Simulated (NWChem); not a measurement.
System: VH2O3F; SMILES [O]=[V]([OH])([OH])[F]

Here is an NWChem input.

```
start job
memory heap 200 mb stack 900 mb global 1100 mb
geometry units angstroms noautosym nocenter noautoz
  V     -0.000005     0.001205    -0.065796
  O     -0.001492    -0.232977     1.488148
  F      0.007747     1.710227    -0.379949
  O      1.439462    -0.747076    -0.758660
  H      2.114445    -1.141119    -0.173039
  O     -1.445739    -0.734138    -0.759467
  H     -2.124543    -1.122116    -0.174214
end
basis spherical
  * library 6-31g*
end
dft
  xc hfexch
  iterations 150
end
property
  efieldgrad
end
task dft property
```

Excerpt of the output:

```
             Northwest Computational Chemistry Package (NWChem) 7.3.0
             --------------------------------------------------------

                             Geometry "geometry" -> ""
                             -------------------------

 Output coordinates in angstroms (scale by  1.889725989 to convert to a.u.)

  No.       Tag          Charge          X              Y              Z
 ---- ---------------- ---------- -------------- -------------- --------------
    1 V                   23.0000    -0.00000500     0.00120500    -0.06579600
    2 O                    8.0000    -0.00149200    -0.23297700     1.48814800
    3 F                    9.0000     0.00774700     1.71022700    -0.37994900
    4 O                    8.0000     1.43946200    -0.74707600    -0.75866000
    5 H                    1.0000     2.11444500    -1.14111900    -0.17303900
    6 O                    8.0000    -1.44573900    -0.73413800    -0.75946700
    7 H                    1.0000    -2.12454300    -1.12211600    -0.17421400

 Effective nuclear repulsion energy (a.u.)     339.6465734073

  xc_inp: hfexch multiplicative factor not found.
                              NWChem Property Module
                              ----------------------

  itol2e modified to match energy
  convergence criterion.

                                 NWChem DFT Module
                                 -----------------

 Summary of "ao basis" -> "ao basis" (spherical)
 ------------------------------------------------------------------------------
       Tag                 Description            Shells   Functions and Types
 ---------------- ------------------------------  ------  ---------------------
 V                           6-31g*                 12       34   5s4p2d1f
 O                           6-31g*                  6       14   3s2p1d
 F                           6-31g*                  6       14   3s2p1d
 H                           6-31g*                  2        2   2s

  itol2e modified to match energy
  convergence criterion.

[...]

          -----------------------
          Electric field gradient
          -----------------------

 1 a.u. = 0.324123 10**(16) esu/cm**3  ( or statvolts/cm**2 ) = 0.97174 10**(22) v/m**2

 ------------------------------------------------------------
   Atom      X         Y         Z
 ------------------------------------------------------------
    1 V   -0.00001   0.00228  -0.12434
 ------------------------------------------------------------

 Electric field gradient in molecular frame (a.u.)
         XX             YY             ZZ             XY             XZ             YZ
 ------------------------------------------------------------------------------------------
       -0.102649      -0.221992       0.324641      -0.000493      -0.000819      -0.154672

 Principal components (a.u.) and orientation
 of principal axis w.r.t. absolute frame                      Asymmetry parameter eta
 --------------------------------------------------------------------------------------
        0.365372      -0.262725      -0.102647                       0.438123

       -0.001423       0.004282       0.999990
       -0.254650       0.967023      -0.004503
        0.967032       0.254654       0.000286

 ------------------------------------------------------------
   Atom      X         Y         Z
 ------------------------------------------------------------
    2 O   -0.00282  -0.44026   2.81219
 ------------------------------------------------------------

 Electric field gradient in molecular frame (a.u.)
         XX             YY             ZZ             XY             XZ             YZ
 ------------------------------------------------------------------------------------------
        0.065187       0.202733      -0.267920       0.000587       0.000565       0.104762

 Principal components (a.u.) and orientation
 of principal axis w.r.t. absolute frame                      Asymmetry parameter eta
 --------------------------------------------------------------------------------------
       -0.290186       0.225002       0.065184                       0.550740

       -0.001212       0.004327       0.999990
       -0.207889       0.978142      -0.004484
        0.978152       0.207893       0.000286

 ------------------------------------------------------------
   Atom      X         Y         Z
 ------------------------------------------------------------
    3 F    0.01464   3.23186  -0.71800
 ------------------------------------------------------------

 Electric field gradient in molecular frame (a.u.)
         XX             YY             ZZ             XY             XZ             YZ
 ------------------------------------------------------------------------------------------
        0.289962      -0.806813       0.516851      -0.005010       0.001396       0.325749

 Principal components (a.u.) and orientation
 of principal axis w.r.t. absolute frame                      Asymmetry parameter eta
 --------------------------------------------------------------------------------------
       -0.882658       0.592674       0.289984                       0.342929

        0.004431       0.000740       0.999990
        0.973954       0.226700      -0.004483
       -0.226701       0.973964       0.000283

 ------------------------------------------------------------
   Atom      X         Y         Z
 ------------------------------------------------------------
    4 O    2.72019  -1.41177  -1.43366
 ------------------------------------------------------------

[...]
```

Level: Hartree-Fock/6-31G* (spherical d). The geometry was optimised at PBE-D3(BJ)/def2-SVP. NWChem prints the field gradient with the sign opposite to the second derivative of the potential.
